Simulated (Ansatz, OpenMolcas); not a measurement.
How methods differ on BSiH3ClO (SMILES [SiH3]O[B]Cl)

The species is BSiH3ClO (7 atoms), meant as a doublet with charge 0. SMILES: `[SiH3]O[B]Cl`. The shape is that of a PBE0-D4/def2-TZVP optimisation. This is one conformer, not always the lowest.

```xyz
7

Si   -0.5730    0.7754    0.3748
O     0.0449   -0.6484   -0.2336
B     1.2562   -1.0421   -0.5966
Cl    1.6050   -2.6368   -1.2191
H    -1.2013    0.4568    1.6761
H     0.5156    1.7666    0.5412
H    -1.5863    1.2604   -0.5884
```

Each level gives the energy change with the B3–Cl4 bond stretched from 1.747 to 2.271 Å (eV). The values are calculated.

| level | kind | program | value (eV) | CPU time (all runs) |
| --- | --- | --- | --- | --- |
| USVWN5/cc-pVDZ | LDA | OpenMolcas | 1.23 | 41 s |
| UPBE/cc-pVDZ | GGA | Ansatz | 1.07 | 17 s |
| UM06-L/cc-pVDZ | meta-GGA | OpenMolcas | 1.15 | 96 s |
| UB3LYP/cc-pVDZ | global hybrid | Ansatz | 1.05 | 23 s |
| U-wB97X/cc-pVDZ | range-separated hybrid | Ansatz | 1.18 | 93 s |
| UHSE06/cc-pVDZ | range-separated hybrid | Ansatz | 1.21 | 28 s |
| UB2PLYP/cc-pVDZ | double hybrid | Ansatz | 1.14 | 27 s |
| UMP2/cc-pVDZ | perturbation theory | Ansatz | 1.29 | 9.3 s |
| UBCCD(T)/cc-pVDZ | coupled cluster or CI | Ansatz | 1.16 | 88 s |

The first shape isn't each level's own minimum. The values span 1.05 to 1.29 eV. Times are those of the runs behind each value, whatever else they computed, on shared processors of several kinds: orders of magnitude only.
